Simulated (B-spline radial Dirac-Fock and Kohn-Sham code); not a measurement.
## Scattering functions of La⁵²⁺

System: lanthanum as La⁵²⁺, [He] 2s2 2p1.

Input file task.json (cfg lists n, l and occupation; rrms is the nuclear radius in fm):

```json
{"items": [{
  "Z": 57,
  "q": 52,
  "cfg": [[1, 0, 2], [2, 0, 2], [2, 1, 1]],
  "A": 139,
  "rrms": 4.855,
  "do": ["scatter"],
  "s": [0.0, 0.04, 0.05, 0.06, 0.08, 0.09, 0.11, 0.14, 0.17, 0.2, 0.25, 0.3, 0.36, 0.44, 0.53, 0.64, 0.78, 0.94, 1.14, 1.38, 1.68, 2.03, 2.46],
  "pz": [0, 0.1, 0.13, 0.18, 0.24, 0.31, 0.42, 0.55, 0.74, 0.98, 1.3, 1.7, 2.3, 3.1, 4.1, 5.4, 7.2, 9.6, 13.0, 17.0, 23.0],
  "hv_scatter": [2000, 8047.8, 17479.3, 20000, 30000, 50000, 100000, 200000]
}]}
```

Run with: `python xray_run.py task.json out`

These are calculated numbers from a radial B-spline solver; the model is Dirac-Fock densities. f₀ is the Fourier transform of the spherical electron density, S the Waller-Hartree incoherent function, and s = sin θ/λ.

```
s (Å⁻¹)     f₀      S
      0  5.000  0.000
   0.04  5.000  0.001
   0.05  4.999  0.001
   0.06  4.999  0.002
   0.08  4.998  0.003
   0.09  4.998  0.004
   0.11  4.997  0.005
   0.14  4.995  0.009
   0.17  4.992  0.013
    0.2  4.990  0.018
   0.25  4.984  0.027
    0.3  4.976  0.039
   0.36  4.966  0.056
   0.44  4.950  0.084
   0.53  4.927  0.121
   0.64  4.894  0.175
   0.78  4.844  0.256
   0.94  4.777  0.364
   1.14  4.677  0.520
   1.38  4.538  0.730
   1.68  4.340  1.018
   2.03  4.084  1.366
   2.46  3.749  1.783
```

f₀ starts at the number of electrons, 5. The sum of ⟨r²⟩ over the electrons is 0.03560 bohr².
